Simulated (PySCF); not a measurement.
B3LYP has the VWN-RPA correlation part, as in Gaussian. 

## C$_{3}$H$_{4}$O, SMILES `CC#CO` (charge 0, multiplicity 1)

The numbers are results of B3LYP-D3(BJ)/def2-TZVP in PySCF, not measurements.

The HOMO is -6.51 eV, the dipole moment comes out as 0.319 e·Å and the HOMO–LUMO gap comes out as 6.68 eV. The LUMO comes out as 0.17 eV, the total energy is -191.9529 Ha and the cost is very roughly 23 core-seconds.

```xyz
8

C     -1.3937     0.1733     0.1135
C      0.0315    -0.0784    -0.0610
C      1.2045    -0.2799    -0.2029
O      2.4725    -0.5929    -0.3578
H     -1.5646     1.0586     0.7300
H     -1.8788    -0.6707     0.6090
H     -1.8954     0.3306    -0.8441
H      3.0110     0.2077    -0.4108
```
